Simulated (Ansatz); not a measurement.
A run for Ansatz (a program for electronic structure): U-CCSD(T)/def2-TZVPP on H5NSn (SMILES [NH2][SnH3]), a point of a bond scan (R = 3.418 Å). Elements past Kr take the def2 small-core potentials; no spin–orbit coupling. The run froze 10 orbitals, filled d shells among them.

Ansatz 0.2 input:
```yaml
crystal:
  periodic: [false, false, false]
  atoms:
    - {symbol: Sn, position_ang: [-0.28215657, 0.02775224, 0.02377762]}
    - {symbol: N, position_ang: [1.74303182, -0.14346269, -0.23754058]}
    - {symbol: H, position_ang: [-1.68981411, -2.07855728, -2.27006006]}
    - {symbol: H, position_ang: [-0.65127624, 1.66593101, -0.29253503]}
    - {symbol: H, position_ang: [-0.81069646, -0.39503089, 1.60666677]}
    - {symbol: H, position_ang: [2.08100846, -1.08855163, -0.09745354]}
    - {symbol: H, position_ang: [2.27355521, 0.45968091, 0.38036592]}
basis:
  gaussian:
    orbitals: def2-TZVPP
correlation: {method: ccsd_t, electrons: outside_noble_gas}
scf: {omitted_lower_state_checks: [cluster_reference]}
magnetization: {spin_polarized: true, initial_magnetization: 0}
```

**Question.** Predict the final total energy.

**Answer.** -270.9779 hartree (reference determinant -270.6184, T1 diagnostic 0.027). Its determinant has ⟨S²⟩ = 0.94, a mixture of spin states.

**Question.** How many basis functions does it have, and what does it roughly cost on one machine?

**Answer.** 151 functions; very roughly 4 core-minutes.
